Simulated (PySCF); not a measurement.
C3H9OSi2 (doublet state).
Bonds: C1–C2, C2–Si3, Si3–O4, O4–Si5, Si5–C6, C1–C6. Hydrogens: H7, H8 on C1; H9, H10 on C2; H11 on Si3; H12, H13 on Si5; H14, H15 on C6.

Identity: `C1C[SiH]O[SiH2]C1` [radical].

Method: UKS B3LYP, pcH-1 on C H O Si, non-relativistic, mean-field spin-orbit, GIAO (PySCF). One conformer (not necessarily the lowest) at the GFN2-xTB geometry, without solvent, vibrations or thermal averaging. The geometry wasn't refined by DFT: couplings that depend on bond lengths, twists or pyramidal angles can differ widely from those at the functional's own minimum, by a factor of two or more for some ions and for spin on atoms past the first row. Stability of the SCF solution: not tested.

Match the computed a_iso(13C) values +44.9, +18.2, -1.1 MHz with the sites C1; C2; C6.

| site | a_iso (MHz) | ρ(0) (bohr⁻³) | position | distance from Si3 (Å) | spin population | largest \|T\| (MHz) |
| --- | --- | --- | --- | --- | --- | --- |
| C1 | +18.2 | +0.0162 | 2 bonds from Si3 | 2.85 | +0.01 | 5.0 |
| C2 | +44.9 | +0.0400 | 1 bond from Si3 | 1.91 | +0.03 | 13.5 |
| C6 | -1.1 | -0.0009 | 3 bonds from Si3 | 3.35 | 0.00 | 0.7 |

The isotropic 29Si couplings are -597.7, -6.7 MHz. Assign them to Si3; Si5.

```tsv
site	a_iso (MHz)	ρ(0) (bohr⁻³)	position	distance from Si3 (Å)	spin population	largest |T| (MHz)
Si3	-597.7	+0.6736	largest spin population	0.00	+0.86	154.1
Si5	-6.7	+0.0076	2 bonds from Si3	2.99	0.00	4.1
```

ρ(0) is the spin density at the nucleus and T the dipolar tensor; a_iso includes a spin–orbit part; entries for several nuclei are means. The largest Mulliken spin population is on Si3 (+0.86). The angles at Si3 add up to 324.9°, so it is pyramidal.

Class means assume fast exchange of nuclei equivalent by connectivity; if that motion is slow, each nucleus keeps its own coupling. The 1H value of +10.6 MHz is a mean of couplings from 1.1 to 20.1 MHz in this one geometry, not an average over conformers. The 1H value of +0.5 MHz is a mean of couplings from -2.4 to 3.4 MHz in this one geometry, not an average over conformers.
